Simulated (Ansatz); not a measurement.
Start from `CSB(Cl)Cl` and change one element to get `C[Se]B(Cl)Cl`.

Ansatz, PBE0-D4/def2-TZVP geometries, multiplicity 1. Each molecule was computed in one conformer, which needn't be the lowest.

Scalar relativity is left out up to krypton.

```json
{"property": "size of the dipole moment (ωB97M-V/def2-TZVPP) / D", "`CSB(Cl)Cl`": "2.17"}
{"property": "size of the dipole moment (PBE/def2-TZVPP) / D", "`CSB(Cl)Cl`": "2.19"}
{"property": "size of the dipole moment (B3LYP/def2-TZVPP) / D", "`CSB(Cl)Cl`": "2.20"}
{"property": "zero-point energy (PBE0-D4/def2-TZVP) / kJ/mol", "`CSB(Cl)Cl`": "120.8"}
{"property": "HOMO–LUMO gap (ωB97M-V/def2-TZVPP) / eV", "`CSB(Cl)Cl`": "10.83"}
{"property": "HOMO–LUMO gap (PBE0/def2-TZVPP) / eV", "`CSB(Cl)Cl`": "6.63"}
```

Task: What does the change do to each property? (Best estimate.)

Result: Computed: 
```json
{"property": "size of the dipole moment (ωB97M-V/def2-TZVPP) / D", "`C[Se]B(Cl)Cl`": "1.98", "shift": "-0.19"}
{"property": "size of the dipole moment (PBE/def2-TZVPP) / D", "`C[Se]B(Cl)Cl`": "2.05", "shift": "-0.14"}
{"property": "size of the dipole moment (B3LYP/def2-TZVPP) / D", "`C[Se]B(Cl)Cl`": "2.04", "shift": "-0.16"}
{"property": "zero-point energy (PBE0-D4/def2-TZVP) / kJ/mol", "`C[Se]B(Cl)Cl`": "117.6", "shift": "-3.2"}
{"property": "HOMO–LUMO gap (ωB97M-V/def2-TZVPP) / eV", "`C[Se]B(Cl)Cl`": "10.21", "shift": "-0.62"}
{"property": "HOMO–LUMO gap (PBE0/def2-TZVPP) / eV", "`C[Se]B(Cl)Cl`": "6.09", "shift": "-0.54"}
```

With PBE0 the HOMO rises by 0.43 eV and the LUMO falls by 0.12 eV, so the gap narrows by about 0.55 eV. PBE moves the HOMO by 0.35 eV and ωB97M-V by 0.47 eV. Dipoles are sizes alone; their direction can turn.

B3LYP here is the variant with VWN-RPA as its local correlation; programs differ in this.

Spin–orbit coupling is left out; it splits and shifts lone-pair levels of the heavy atoms by tenths of an eV.
